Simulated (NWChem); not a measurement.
System: C2H7S cation; SMILES C[SH+]C

Problem. Give the equilibrium geometry at PBE-D3(BJ)/def2-SVP (NWChem) as a Z-matrix, with the point group.

Solution. point group Cs; any orientation.
```
S
H 1 1.3716
C 1 1.8196 2 99.15
H 3 1.1055 1 111.09 2 52.14
H 3 1.1069 4 111.53 1 -118.32
H 3 1.1072 4 111.63 5 -122.79
C 1 1.8196 2 99.15 3 106.23
H 7 1.1055 1 111.09 2 -52.14
H 7 1.1069 8 111.53 1 118.32
H 7 1.1072 8 111.63 9 122.79
```
